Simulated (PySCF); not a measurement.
# HBr: one state, many levels of theory

State: ¹Σ⁺ (singlet), closed shell. Set-up: H cc-pVTZ, Br cc-pVTZ-PP with ECP10; scalar-relativistic core potentials (PySCF 2.14). De refers to H + Br in their high-spin ground configurations, without counterpoise correction. A positive dipole means H(−)Br(+).

```csv
Level,Re (Å),ωe (cm⁻¹),De (eV),μ (D),"CPU s a point (SCF and correlation, without the integrals)"
RHF,1.405,2785,2.78,-0.96,0.083
RHF-MP2,1.404,2757,3.97,n/a,0.13
RHF-SCS-MP2,1.407,2733,3.96,n/a,n/a
RHF-CCSD,1.409,2705,3.93,n/a,n/a
RHF-CCSD(T),1.411,2688,3.99,n/a,1.4
PBE,1.434,2553,3.99,-0.84,0.48
revPBE,1.435,2549,3.89,-0.83,0.36
TPSS,1.428,2584,4.06,-0.85,0.69
r²SCAN,1.420,2632,4.01,-0.91,0.65
PBE0,1.421,2651,3.93,-0.89,1.2
r²SCAN0,1.413,2694,3.94,-0.93,0.75
ωB97X,1.416,2697,3.91,-0.89,1.1
```

(1) Which functional lies closest to RHF-CCSD(T) in De, which farthest, and by how much do they differ from it?

(2) What does a quarter of exact exchange do here, going from PBE to PBE0?

(3) What does the step from GGA to meta-GGA do here, going from PBE to r²SCAN?

Measured (Huber and Herzberg, Constants of Diatomic Molecules (1979)): Re = 1.414435 Å, ωe = 2648.975 cm⁻¹.

Correlated steps freeze 4 core orbitals. Where the molecule has an RHF reference, its open-shell atoms are computed with UHF.

The whole job (state search and all levels along the bond) took about 1.8 min on 1 thread of Oxide Virtual Turin-like (shared host), peak memory 0.64 GiB.

Results:

(1) Closest is PBE (+2.3 pm in Re, -5.0 % in ωe, +0.00 eV in De against RHF-CCSD(T) in the same basis), farthest revPBE (+2.4 pm in Re, -5.2 % in ωe, -0.10 eV in De). CCSD(T) converges more slowly with the basis than the functionals do and binds too weakly in this one, so the order can change at the basis-set limit.

(2) PBE0 less PBE: -1.3 pm in Re, +3.8 % in ωe, -0.06 eV in De. Exact exchange removes part of the self-interaction that spreads semilocal densities, and in most molecules shortens and stiffens the bond and lowers De; so it does here.

(3) r²SCAN less PBE: -1.4 pm in Re, +3.1 % in ωe, +0.02 eV in De.
